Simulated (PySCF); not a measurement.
## Bond length, frequency and bond energy of BiP⁻ by level of theory

State: ²Π (doublet), unpaired electrons π ↑. Set-up: Bi def2-SVPD with ECP60, P def2-SVPD; scalar-relativistic core potentials (PySCF 2.14). De refers to Bi⁻ + P in their high-spin ground configurations, without counterpoise correction. The functionals are run spin-unrestricted. A positive dipole points towards P; it is taken about the centre of mass and depends on that origin. Levels whose curve was spin-contaminated or gave no clean fit are not listed.

```json
{"Level": "PBE", "Re (Å)": "2.404", "ωe (cm⁻¹)": "393", "De (eV)": "n/a", "μ (D)": "-4.44", "CPU s a point (SCF and correlation, without the integrals)": "1.3"}
{"Level": "r²SCAN", "Re (Å)": "2.387", "ωe (cm⁻¹)": "394", "De (eV)": "n/a", "μ (D)": "-4.48", "CPU s a point (SCF and correlation, without the integrals)": "1.9"}
{"Level": "B97-3", "Re (Å)": "2.381", "ωe (cm⁻¹)": "413", "De (eV)": "n/a", "μ (D)": "-4.60", "CPU s a point (SCF and correlation, without the integrals)": "1.2"}
{"Level": "MN15", "Re (Å)": "2.352", "ωe (cm⁻¹)": "419", "De (eV)": "n/a", "μ (D)": "-4.38", "CPU s a point (SCF and correlation, without the integrals)": "2.2"}
{"Level": "LC-ωPBE", "Re (Å)": "2.314", "ωe (cm⁻¹)": "471", "De (eV)": "n/a", "μ (D)": "-4.65", "CPU s a point (SCF and correlation, without the integrals)": "1.9"}
```

(1) What does the step from GGA to meta-GGA do here, going from PBE to r²SCAN?

Spin–orbit coupling is left out, which matters for elements this heavy, above all for dissociation energies. The highest Kohn–Sham level is positive in this anion. Much of that is self-interaction error, but it also means that the finite basis helps to hold the extra electron. The state was picked by a PBE0 search and need not be the measured ground state.

The whole job (state search and all levels along the bond) took about 4.8 min on 1 thread of Arm Neoverse N1 (shared host), peak memory 0.8 GiB.

Answers

(1) r²SCAN less PBE: -1.7 pm in Re, +0.3 % in ωe.
